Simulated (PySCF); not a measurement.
Species: pyrimidine-1-oxide, C4H4N2O.
Bonds: O1–N2, N2–C3 (aromatic), C3–C4 (aromatic), C4–C5 (aromatic), C5–N6 (aromatic), N6–C7 (aromatic), N2–C7 (aromatic). Hydrogens: H8 on C3; H9 on C4; H10 on C5; H11 on C7.

The calculation used PBE0-D3(BJ)/def2-SVP geometry optimisation, gas phase (PySCF).

Task: What internal coordinates does the optimisation give?

Result: 
| bond | length (pm) | order |
| --- | --- | --- |
| O1–N2 | 124.5 | single |
| N2–C3 | 136.8 | aromatic |
| C3–C4 | 138.2 | aromatic |
| C4–C5 | 139.2 | aromatic |
| C5–N6 | 133.4 | aromatic |
| N6–C7 | 130.5 | aromatic |
| N2–C7 | 138.2 | aromatic |
| C3–H8 | 109.0 | single |
| C4–H9 | 109.1 | single |
| C5–H10 | 109.3 | single |
| C7–H11 | 109.3 | single |

Orders are formal, as drawn. A selection of angles:
| angle | degrees |
| --- | --- |
| O1–N2–C3 | 122.2 |
| O1–N2–C7 | 121.1 |
| C3–N2–C7 | 116.7 |
| N2–C3–C4 | 120.2 |
| N2–C3–H8 | 114.1 |
| C4–C3–H8 | 125.7 |
| C3–C4–C5 | 118.7 |
| C3–C4–H9 | 119.6 |
| C5–C4–H9 | 121.7 |
| C4–C5–N6 | 120.7 |
| C4–C5–H10 | 121.8 |
| N6–C5–H10 | 117.5 |
| C5–N6–C7 | 119.3 |
| N6–C7–H11 | 122.4 |
| N2–C7–N6 | 124.4 |
| N2–C7–H11 | 113.3 |

The C–N distances run from 1.305 Å (N6–C7, aromatic) to 1.382 Å (N2–C7, aromatic), a spread of 0.077 Å. The 7 heavy atoms lie in one plane (0.000 Å rms). N6 (ring nitrogen) is bent (angle 119.3°). The 6-membered ring N2–C3–C4–C5–N6–C7 has internal angles of 116.7° to 124.4°; it is planar, 0.00 Å rms from its mean plane, widest ring torsion 0°. N2 (N-oxide nitrogen) is planar (angles 122.2°, 121.1° and 116.7°, sum 360.0°, 0.00 Å off the plane of its three neighbours).

Point group: Cs (every atom within 0.08 Å of its image). PBE0-D3(BJ)/def2-SVP frequencies: not computed here.
